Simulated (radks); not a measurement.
Te4+, 48 electrons, occupied as [Kr] 4d10 5s2.

Method: scalar-relativistic Kohn-Sham, LDA (Slater exchange, Perdew-Wang correlation), spin-unpolarised, spherical densities, point nucleus; computed with a radial shooting solver on a logarithmic mesh with Libxc functionals.

Energy parts (eV):
total: -184641.777
kinetic: 193419.208
electron-nucleus: -444721.663
Hartree: 71247.155
exchange-correlation: -4586.476

Orbitals (lengths in bohr, moments of r in powers of bohr; <r^-3> diverges for s and p1/2; r(max) is where P^2 peaks):
orbital	occ.	eigenvalue (eV)	<r^-3>	<r^2>	r(max)
1s	2	-31637.96	-	0.001050	0.01795
2s	2	-4889.873	-	0.01696	0.1015
2p	6	-4396.664	5390	0.01341	0.08124
3s	2	-1007.681	-	0.1190	0.2930
3p	6	-847.3314	1019	0.1192	0.2865
3d	10	-604.1624	140.6	0.1045	0.2376
4s	2	-207.4228	-	0.6597	0.7003
4p	6	-157.5531	196.6	0.7660	0.7370
4d	10	-84.7434	20.01	1.080	0.8089
5s	2	-53.7720	-	3.870	1.697
5p	0	-41.9101	28.61	5.031	1.923
6s	0	-23.1917	-	15.46	3.622

The highest occupied level is 5s at -53.772 eV. For comparison, the ionisation energy in NIST's Atomic Spectra Database is 59 eV (measured). In exact Kohn-Sham theory the highest level is minus the ionisation energy, but local and semilocal functionals leave it too shallow, through self-interaction and a potential that decays too fast; potentials with the right tail come closer. The density falls to 0.001 e/bohr^3 at r = 3.23 bohr. Summed over all electrons, <r^2> = 26.57 bohr^2, which gives a Langevin (diamagnetic) susceptibility term of -21 x 10^-6 cm^3/mol.
